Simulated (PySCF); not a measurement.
**PBE0 on Co³⁺ (cobalt, charge +3)**

Configuration: [Ar] 3d6, high-spin 5D determinant. Calculation: PySCF 2.14, in jorge-DZP-DKH; the spin-free X2C one-electron Hamiltonian (Gaussian nucleus).

* Total energy: -1390.657 hartree
* One-electron energy: -1889.175 hartree
* Hartree (Coulomb) energy: 557.262 hartree
* Exchange-correlation energy: -58.744 hartree
* ⟨S²⟩: 6.0010
* ⟨L²⟩: 6.005
* Sum of ⟨r⟩: 13.98 bohr
* Sum of ⟨r²⟩: 13.20 bohr²
* Traceless quadrupole moment −½Σ⟨3z² − r²⟩ along its main axis: 0.342 e·bohr²
* Langevin diamagnetic susceptibility: -10.5 ×10⁻⁶ cm³/mol
* Time after the integrals: 0.63 s of wall time on 1 thread of Neoverse-V2 (shared host)

| shell | electrons | mean orbital energy (eV) | spread (eV) | rms radius, mean of both spins (bohr) |
| --- | --- | --- | --- | --- |
| 1s β | 1 | -7672.8 | 0 | 0.0650 |
| 1s α | 1 | -7672.8 | 0 | 0.0650 |
| 2s α | 1 | -956.20 | 0 | 0.277 |
| 2s β | 1 | -953.60 | 0 | 0.277 |
| 2p α | 3 | -823.88 | 1.113 | 0.249 |
| 2p β | 3 | -821.70 | 0.503 | 0.249 |
| 3s α | 1 | -149.90 | 0 | 0.826 |
| 3s β | 1 | -143.58 | 0 | 0.826 |
| 3p α | 3 | -111.21 | 2.159 | 0.885 |
| 3p β | 3 | -104.43 | 0.234 | 0.885 |
| 3d α | 5 | -50.323 | 2.491 | 1.05 |
| 3d β | 1 | -45.737 | 0 | 1.05 |

Densities and radii are taken from the X2C orbitals without a picture-change correction, which distorts them close to the nucleus.
